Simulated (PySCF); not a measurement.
# TDDFT excited states: [CuBr2]-

Species: [CuBr2]- (charge -1 and singlet state).
SMILES: `[Br][Cu-][Br]`

Computed, not measured: TDDFT CAM-B3LYP/def2-SVPD, vertical, gas phase, core orbitals frozen in the response (PySCF 2.14.0, density-fitted response routines). Geometry: PBE0-D3(BJ)/def2-SVP; no solvent, vibrations or thermal averaging. The geometry's basis has no diffuse functions, a weakness for an anion. Relativistic effects, spin–orbit coupling among them, are left out although an element past zinc is present.

| state | λ (nm) | E (eV) | f | symmetry | main configurations (H = HOMO, L = LUMO) |
| --- | --- | --- | --- | --- | --- |
| S1 | 272.3 | 4.55 | 0.0000 | – | H-1/H→L (≥77%), H-1/H→L+4 (≥9%) |
| S2 | 272.3 | 4.55 | 0.0000 | – | H-1/H→L (≥77%), H-1/H→L+4 (≥9%) |
| S3 | 239.3 | 5.18 | 0.0000 | – | H-2→L (87%) |
| S4 | 239.2 | 5.18 | 0.0000 | – | H-3→L (72%), H-3→L+4 (17%), H-3→L+9 (10%) |
| S5 | 239.2 | 5.18 | 0.0000 | – | H-4→L (72%), H-4→L+4 (17%), H-4→L+9 (10%) |
| S6 | 222.2 | 5.58 | 0.123 | Πu | H-1/H→L+1 (≥57%), H-5→L (38%) |
| S7 | 222.2 | 5.58 | 0.123 | Πu | H-1/H→L+1 (≥57%), H-6→L (38%) |
| S8 | 215.7 | 5.75 | 0.0000 | – | H-1/H→L+3 (≥43%), H-1/H→L+2 (≥43%) |
| S9 | 215.7 | 5.75 | 0.0000 | – | H-1/H→L+2 (≥43%), H-1/H→L+3 (≥42%) |
| S10 | 215.4 | 5.76 | 0.0000 | – | H-1/H→L+2 (≥44%), H-1/H→L+3 (≥35%) |
| S11 | 207.5 | 5.97 | 0.038 | Σu+ | H-1/H→L+2 (≥30%), H-1/H→L+3 (≥30%), H-7→L (10%) |
| S12 | 205.9 | 6.02 | 0.079 | Πu | H-2→L+3 (59%), H-2→L+2 (15%) |
| S13 | 205.9 | 6.02 | 0.079 | Πu | H-2→L+2 (59%), H-2→L+3 (15%) |

Triplets, Tamm–Dancoff:

```tsv
state	E (eV)	λ (nm)	main configurations (H = HOMO, L = LUMO)
T1	4.37	284.0	H-2→L (68%), H-2→L+4 (17%), H-2→L+9 (12%)
T2	4.38	283.1	H-1/H→L (≥72%), H-1/H→L+4 (≥10%), H-1/H→L+9 (≥8%)
T3	4.38	283.1	H-1/H→L (≥72%), H-1/H→L+4 (≥10%), H-1/H→L+9 (≥8%)
```

The lowest singlet level (S1/S2) comes at 272 nm (439 kJ/mol) in the ultraviolet; it is dark (f under 0.0005). The strongest level in the table is S6/S7 at 5.58 eV (222 nm, f = 0.247 summed). S1/S2, S3/S4/S5, S6/S7, S8/S9 and S12/S13 lie within about 0.01 eV of each other in each set; the point group D∞h has degenerate representations, and within a degenerate level the listed configurations can mix freely. For S1 the Löwdin share of copper is 40% in HOMO and 72% in LUMO; for S6 the Löwdin share of copper is 40% in HOMO and 34% in LUMO+1. Orbital energies (eV): HOMO-3 -4.80, HOMO-2 -4.12, HOMO-1 -3.80, HOMO -3.80, LUMO 3.73, LUMO+1 4.23, LUMO+2 5.26. Weighted by f, the mean energy of these states is 5.77 eV. Of the 13 states listed, 5 reach f = 0.01 and 8 stay under 0.0005. No computed singlet lies in the visible range (380 to 750 nm); the lowest, at 272 nm, stands 1.29 eV above its violet end (3.26 eV). No detachment energy is given for this anion; states above it aren't bound, and a finite basis only mimics them. Symmetry labels in D∞h follow from the direction of the transition dipole and are given only for states with f of 0.002 or more. Orbitals of the list HOMO-3 to LUMO+2 that lie within 0.01 eV of each other are written together with a slash and their weights summed (≥ marks a lower bound); for degenerate orbitals outside that list single weights are arbitrary. The window holds the lowest 15 singlets. The highest level found (6.12 eV, f 0.0000 so far) is left out, since the window may have cut off a degenerate partner.
